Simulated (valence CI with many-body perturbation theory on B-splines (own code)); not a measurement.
**Valence orbitals of Rb²¹⁺**

Calculated by valence CI with perturbative core correlation (CI+MBPT): six valence electrons over a frozen Dirac-Fock core [Ne], radial functions for each j: 9 s, 9 p, 8 d, 6 f, 3 g, 1 h, with the one-electron correlation potential Σ1 (screened to all orders), the two-electron term Σ2, the three-electron term Σ3, Breit, model QED; selected single and double excitations, second order for the rest, scaled by the run's own slope (own B-spline code, finite nucleus).

No measured levels were compared; by estimate levels of excited configurations hold to 0.05 to 0.15 % of their energy, terms of the ground configuration to about 0.5 %. Among the levels kept, up to 1500 cm⁻¹ of a level comes from second order outside the variational space, and about a tenth of that is noise between levels of different J, which matters for small intervals.

These are the spectroscopic orbitals of the CI (the correlating ones are not listed), shaped by the core and the other valence electrons. h is the expectation value of the core's Dirac-Fock operator, without the valence repulsion; Σ1 is computed up to l = 3 at one energy for each symmetry, that of its lowest orbital but kept below the first core excitation, so for empty shells it is not the orbital's own correlation shift; Breit and QED include the response of the core.

| Orbital | h (hartree) | Σ1 (cm⁻¹) | Breit (cm⁻¹) | QED (cm⁻¹) | ⟨r⟩ (bohr) |
| --- | --- | --- | --- | --- | --- |
| 3s1/2 | -47.463 | -5608 | 3442 | 2415 | 0.4487 |
| 4s1/2 | -25.395 | -1707 | 1234 | 884 | 0.8648 |
| 5s1/2 | -15.767 | -746 | 567 | 412 | 1.423 |
| 6s1/2 | -10.74 | -398 | 310 | 226 | 2.114 |
| 3p1/2 | -45.273 | -6798 | 5543 | -139 | 0.4362 |
| 4p1/2 | -24.475 | -2070 | 2022 | -49.2 | 0.8671 |
| 5p1/2 | -15.306 | -919 | 953 | -22.9 | 1.438 |
| 6p1/2 | -10.476 | -495 | 527 | -12.6 | 2.143 |
| 3p3/2 | -44.72 | -6520 | 3440 | 80.9 | 0.4425 |
| 4p3/2 | -24.254 | -2010 | 1239 | 31.2 | 0.8758 |
| 5p3/2 | -15.196 | -897 | 596 | 15.0 | 1.449 |
| 6p3/2 | -10.415 | -484 | 330 | 8.4 | 2.156 |
| 3d3/2 | -41.824 | -7740 | 2292 | -103 | 0.3949 |
| 4d3/2 | -23.101 | -2010 | 785 | -34.5 | 0.8544 |
| 5d3/2 | -14.635 | -882 | 373 | -16.3 | 1.446 |
| 3d5/2 | -41.713 | -7521 | 1010 | -40.3 | 0.3966 |
| 4d5/2 | -23.054 | -1952 | 344 | -11.2 | 0.8566 |
| 5d5/2 | -14.61 | -856 | 165 | -4.9 | 1.448 |
| 4f5/2 | -22.412 | -1286 | 42.1 | -7.4 | 0.7748 |
| 5f5/2 | -14.287 | -653 | 29.6 | -4.2 | 1.382 |
| 4f7/2 | -22.394 | -1272 | 5.3 | 1.2 | 0.7757 |
| 5f7/2 | -14.277 | -645 | 3.8 | 0.2 | 1.383 |
| 5g7/2 | -14.129 |  | 0.5 | -1.3 | 1.240 |
| 5g9/2 | -14.124 |  | 0.0 | 0.9 | 1.240 |

Among the shells of the start configuration 3s2 3p4, Σ1 is largest in size for 3p1/2, where it is 0.068 % of h.

Lowest root of each symmetry, sizes in configuration state functions:

| J | Parity | Roots | Reference | Variational | Second order | Change by selected CI (cm⁻¹) | Change by second order (cm⁻¹) |
| --- | --- | --- | --- | --- | --- | --- | --- |
| 0 | even | 3 | 19 | 56800 | 521237 | -23969 | -29 |
| 1 | even | 2 | 32 | 55048 | 1468206 | -23983 | -192 |
| 2 | even | 3 | 47 | 54093 | 2457389 | -24168 | -230 |
| 0 | odd | 5 | 32 | 59953 | 830990 | -19014 | -45 |
| 1 | odd | 9 | 84 | 59997 | 2567408 | -19309 | -416 |
| 2 | odd | 10 | 106 | 57968 | 4127588 | -17967 | -986 |
| 3 | odd | 8 | 98 | 56068 | 4769917 | -22916 | -1230 |
| 4 | odd | 5 | 69 | 55478 | 4466271 | -22897 | -1024 |
| 5 | odd | 1 | 38 | 56242 | 2361988 | -28280 | -712 |
